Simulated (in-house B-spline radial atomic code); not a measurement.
Spin-orbit splittings of orbital energies (j = l + 1/2 less j = l - 1/2) and ratios of mean radii (lower j over upper j) along the 49-electron series, configuration [Kr] 4d10 5s2 5p1. Computed with a radial B-spline atomic code at the basis-set limit: Dirac-Hartree-Fock, average of the configuration, finite nuclei.

```
  ion   Z  splitting of 3d (eV)  radius ratio of 3d  splitting of 4d (eV)  radius ratio of 4d  splitting of 3p (eV)  radius ratio of 3p
   In  49                7.9718             0.98932               0.95806             0.98581                39.431             0.96932
  Sn+  50                     ?                   ?                     ?                   ?                     ?                   ?
 Sb2+  51                     ?                   ?                     ?                   ?                     ?                   ?
 Te3+  52                10.883             0.98808                 1.577             0.98779                52.801             0.96565
  I4+  53                12.015             0.98765                1.8347             0.98801                57.973             0.96437
 Xe5+  54                13.234              0.9872                2.1199             0.98812                63.537             0.96306
 Cs6+  55                14.546             0.98675                2.4343             0.98815                69.516             0.96173
 Ba7+  56                15.954             0.98628                2.7793             0.98813                75.932             0.96037
 La8+  57                17.464             0.98581                3.1568             0.98805                 82.81             0.95898
 Ce9+  58                     ?                   ?                     ?                   ?                     ?                   ?
Pr10+  59                20.811             0.98483                4.0164             0.98779                98.052              0.9561
```

Question: Fill in the row of Sn+.

Answer: splitting of 3d (eV): 8.8661; radius ratio of 3d: 0.98892; splitting of 4d (eV): 1.1397; radius ratio of 4d: 0.98679; splitting of 3p (eV): 43.55; radius ratio of 3p: 0.96812.

Question: Fill in the row of Sb2+.

Answer: splitting of 3d (eV): 9.8353; radius ratio of 3d: 0.9885; splitting of 4d (eV): 1.3457; radius ratio of 4d: 0.98741; splitting of 3p (eV): 48.001; radius ratio of 3p: 0.9669.

Question: Fill in the row of Ce9+.

Answer: splitting of 3d (eV): 19.082; radius ratio of 3d: 0.98532; splitting of 4d (eV): 3.5686; radius ratio of 4d: 0.98794; splitting of 3p (eV): 90.174; radius ratio of 3p: 0.95755.

Question: With what power of Z does the column «splitting of 3d (eV)» change over this range?

Answer: A fit of the logarithm of its size against log Z from Z = 49 to 59 has slope 5.17. An unscreened hydrogenic electron would give 4 at low Z; screening makes the apparent power larger near the neutral end, and relativity raises it again at high Z.
